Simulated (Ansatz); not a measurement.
Ansatz (a program for electronic structure) input (PBE/def2-QZVP): A basis named .json is the Basis Set Exchange file of that set (core-valence sets with the plain set on hydrogen).

Ansatz 0.2 input:
```yaml
crystal:
  periodic: [false, false, false]
  atoms:
    - {symbol: S, position_ang: [-1.87386511, 2.63310897, -1.47859402]}
    - {symbol: H, position_ang: [-0.72463011, 1.97204286, -1.68805493]}
    - {symbol: H, position_ang: [-1.29059094, 3.50015215, -0.63543362]}
basis:
  gaussian:
    orbitals: def2-QZVP.json
    ghost_atoms:
      - {symbol: N, position_ang: [0.55685683, 0.02161044, -0.19175326]}
      - {symbol: N, position_ang: [0.40574844, -0.64288824, 0.65990994]}
hamiltonian:
  xc: {name: PBE}
magnetization: {spin_polarized: false}
```

Output:

```
Functional definition: PBE
integrals: 0.10 GiB planned
794 factors; their error is unknown
mean field: 0.85 GiB planned
mean field evaluation 1: about -10863.0825 eV, gradient 1.7e1 eV
mean field evaluation 2: about -10863.0454 eV, gradient 2.0e1 eV
mean field evaluation 4: about -10863.9280 eV, gradient 9.1e-1 eV
mean field evaluation 8: about -10863.9261 eV, gradient 3.1e-3 eV
mean field -10863.92612834 eV, -399.2419213829 hartree, gradient 5.2e-5 eV, S^2 0.000000; 0 other end points of the search recorded, 0 dependent functions left out
reference -10863.92616067 eV, -399.2419225710 hartree; 9, 9 occupied and 235, 235 virtual orbitals, 794 factors
Total energy: -10863.92616067 eV, -399.2419225710 hartree
```
